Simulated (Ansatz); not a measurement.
A nudged elastic band was laid between two geometries of GaH5S (7 atoms, charge 0, multiplicity 1).

All numbers below come from Ansatz, RKS PBE0/def2-SVP.

* movable images: 5
* climbing image: yes
* spring: 5.0 eV/Å²
* optimiser: quadratic models (default)
* start path: through a guess of the saddle point
* force threshold: 0.05 eV/Å
* iteration limit: 60
* end points: relaxed

Image 0:

```xyz
7
Properties=species:S:1:pos:R:3
Ga -0.046 0.099 -0.013
H -0.563 0.540 1.411
H 1.485 0.260 -0.350
H -1.086 -0.049 -1.188
S 0.100 -2.483 0.486
H -1.116 -2.628 1.058
H 0.726 -2.404 1.680
```

Image 6:

```xyz
7
Properties=species:S:1:pos:R:3
Ga 0.099 -0.697 -0.375
H 0.055 0.371 2.168
H 1.485 0.006 -0.524
H -1.310 -0.042 -0.553
S 0.197 -2.868 0.036
H -1.140 -3.052 0.064
H 0.116 -0.384 2.268
```

Problem. Which bonds break or form, and what moves?

Solution. Bonds broken: Ga1–H2, S5–H7. Bonds formed: H2–H7. GaH5S becomes GaH3S + H2.

Problem. What energy profile does the band end with?

Solution. It converged. The highest image is number 3 of 0 to 6, 0.67 eV above the first end and 1.00 eV above the last; the last end lies 0.33 eV below the first. A vibrational analysis at the climbing image gives one clearly imaginary mode, 1045i cm⁻¹: a first-order saddle point. The orbitals stay closed-shell, which can raise the energy where a bond breaks towards radicals; this wasn't checked here.

```csv
image,path coordinate (Å),energy (eV),Ga1–H2 (Å),S5–H7 (Å),H2–H7 (Å)
0,0.00,0.00,1.58,1.35,3.23
1,0.74,0.02,1.58,1.35,2.89
2,1.48,0.19,1.59,1.36,1.99
3,2.22,0.67,1.74,1.65,1.10
4,2.83,-0.03,2.10,2.28,0.79
5,3.44,-0.30,2.46,2.83,0.77
6,4.05,-0.33,2.76,3.34,0.76
```

Problem. What is the geometry of the highest image?

Solution. 
```xyz
7
Properties=species:S:1:pos:R:3
Ga 0.099 -0.238 -0.109
H -0.114 -0.079 1.608
H 1.548 0.220 -0.437
H -1.275 -0.025 -0.810
S 0.273 -2.570 0.680
H -1.057 -2.802 0.632
H 0.027 -1.170 1.519
```

Problem. What are the harmonic wavenumbers there?

Solution. 1045i, 290, 326, 438, 611, 676, 710, 716, 1014, 1212, 1424, 1660, 2015, 2036, 2716 cm⁻¹.

Time of the run: 2.4 min on 1 thread of Arm Neoverse V1 (shared host), peak memory 0.17 GiB.
